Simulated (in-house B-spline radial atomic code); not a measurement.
Ionisation energies along the 15-electron series, configuration 1s2 2s2 2p6 3s2 3p1/2(2) 3p3/2(1), as differences of self-consistent energies. Dirac energy differences include first-order Breit, QED and recoil terms. NIST's values go from ground level to ground level; the uncertainty of those that are theory runs from under 0.1 % in few-electron ions to several per cent in heavy many-electron ones. Computed with a radial B-spline atomic code at the basis-set limit: Dirac-Hartree-Fock, jj configuration that fills j = l - 1/2 first, finite nuclei.

A number in brackets counts the electrons of a j subshell.

```json
{"ion": "Te37+", "configuration after": "[Ne] 3s2 3p1/2(2)", "ionisation energy (eV)": "2552.2", "IE/(q+1)² (eV)": "1.7674", "-ε less Coulomb ΔSCF (eV)": "0.60589", "Breit and QED recoil part (eV)": "-1.6846", "tabulated value (eV)": "2552", "tabulated kind": "tabulated theory", "computed minus tabulated (eV)": "0"}
{"ion": "I38+", "configuration after": "[Ne] 3s2 3p1/2(2)", "ionisation energy (eV)": "?", "IE/(q+1)² (eV)": "?", "-ε less Coulomb ΔSCF (eV)": "?", "Breit and QED recoil part (eV)": "?", "tabulated value (eV)": "?", "tabulated kind": "tabulated theory", "computed minus tabulated (eV)": "?"}
{"ion": "Xe39+", "configuration after": "[Ne] 3s2 3p1/2(2)", "ionisation energy (eV)": "?", "IE/(q+1)² (eV)": "?", "-ε less Coulomb ΔSCF (eV)": "?", "Breit and QED recoil part (eV)": "?", "tabulated value (eV)": "?", "tabulated kind": "tabulated theory", "computed minus tabulated (eV)": "?"}
{"ion": "Cs40+", "configuration after": "[Ne] 3s2 3p1/2(2)", "ionisation energy (eV)": "2944.7", "IE/(q+1)² (eV)": "1.7517", "-ε less Coulomb ΔSCF (eV)": "0.60904", "Breit and QED recoil part (eV)": "-2.0816", "tabulated value (eV)": "2945", "tabulated kind": "tabulated theory", "computed minus tabulated (eV)": "0"}
{"ion": "Ba41+", "configuration after": "[Ne] 3s2 3p1/2(2)", "ionisation energy (eV)": "3081.8", "IE/(q+1)² (eV)": "1.7471", "-ε less Coulomb ΔSCF (eV)": "0.61007", "Breit and QED recoil part (eV)": "-2.2265", "tabulated value (eV)": "3081", "tabulated kind": "tabulated theory", "computed minus tabulated (eV)": "1"}
{"ion": "La42+", "configuration after": "[Ne] 3s2 3p1/2(2)", "ionisation energy (eV)": "3222.1", "IE/(q+1)² (eV)": "1.7426", "-ε less Coulomb ΔSCF (eV)": "0.6111", "Breit and QED recoil part (eV)": "-2.3782", "tabulated value (eV)": "3222", "tabulated kind": "tabulated theory", "computed minus tabulated (eV)": "0"}
{"ion": "Ce43+", "configuration after": "[Ne] 3s2 3p1/2(2)", "ionisation energy (eV)": "3365.7", "IE/(q+1)² (eV)": "1.7385", "-ε less Coulomb ΔSCF (eV)": "0.61211", "Breit and QED recoil part (eV)": "-2.5367", "tabulated value (eV)": "3366", "tabulated kind": "tabulated theory", "computed minus tabulated (eV)": "0"}
```

Problem. Fill in the row of I38+.

Solution. ionisation energy (eV): 2679.8; IE/(q+1)² (eV): 1.7619; -ε less Coulomb ΔSCF (eV): 0.60695; Breit and QED recoil part (eV): -1.8108; tabulated value (eV): 2680; computed minus tabulated (eV): 0.

Problem. Fill in the row of Xe39+.

Solution. ionisation energy (eV): 2810.7; IE/(q+1)² (eV): 1.7567; -ε less Coulomb ΔSCF (eV): 0.608; Breit and QED recoil part (eV): -1.943; tabulated value (eV): 2811; computed minus tabulated (eV): 0.
